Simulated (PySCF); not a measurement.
C₄H₄F₂, SMILES FC1=CC[C@H]1F.

Coordinates come from a PBE0-D3(BJ)/def2-SVP optimisation. The structure was generated by enumeration; whether it is a known compound was not checked.

Calculation: PBE0-D3(BJ)/def2-SVP run with PySCF 2.14.0.

No scaling factor is applied to the harmonic values.

Computed vibrational spectrum:
```csv
mode,ν (cm⁻¹),IR (km/mol),moving atoms (share of kinetic energy)
1,195,0.5,"C 46 %, H 30 %, F 25 %"
2,238,0.4,"F 83 %, C 14 %"
3,370,3.7,"C 47 %, F 30 %, H 23 %"
4,475,2.3,"C 45 %, F 30 %, H 25 %"
5,640,10.1,"C 64 %, F 26 %, H 10 %"
6,688,13.0,"C 46 %, F 38 %, H 17 %"
7,833,19.6,"H 58 %, C 33 %, F 10 %"
8,885,39.2,"H 61 %, C 31 %, F 8 %"
9,952,4.1,"H 59 %, C 40 %"
10,960,33.0,"C 65 %, H 29 %"
11,1045,1.9,"C 57 %, H 41 %"
12,1107,11.7,"H 68 %, C 27 %"
13,1171,42.2,"H 48 %, C 42 %, F 9 %"
14,1199,69.2,"C 48 %, H 38 %, F 14 %"
15,1218,11.9,"H 61 %, C 38 %"
16,1265,13.0,"C 52 %, H 42 %"
17,1345,47.4,"H 60 %, C 35 %"
18,1421,102.8,"C 59 %, H 37 %"
19,1466,23.7,"H 75 %, C 24 %"
20,1777,146.7,C 92 %
21,3076,24.1,H 95 %
22,3088,26.1,H 92 %
23,3147,10.0,"H 90 %, C 10 %"
24,3262,1.7,"H 90 %, C 10 %"
```
